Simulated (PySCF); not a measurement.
## Silicon: a sound run and one with changed settings

Sound run: Si⁺ [Ne] 3s2 3p1, Si²⁺ [Ne] 3s2. Computed with PySCF 2.14 in 6-31G*, with the non-relativistic Hamiltonian (point nucleus). In the sound run the correlated levels freeze [Ne]. The sound run starts from symmetry-adapted Hartree-Fock orbitals and uses a fine grid where one is needed.

Changed run: a valence shell is frozen. This setting is unsound on purpose.

Ionisation energy of Si⁺:

| method | sound run (eV) | changed run (eV) |
| --- | --- | --- |
| UHF | 15.822 | 15.822 |
| MP2 | 15.948 | 15.822 |
| SCS-MP2 | 15.929 | 15.822 |
| CCSD | 16.025 | 15.822 |
| CCSD(T) | 16.040 | 15.822 |
| CCSDT | n/a | 15.822 |
| FCI | n/a | 15.822 |

Freezing a valence shell removes pair correlation that changes on ionisation.

For comparison, NIST gives 16.346 eV between the lowest levels.
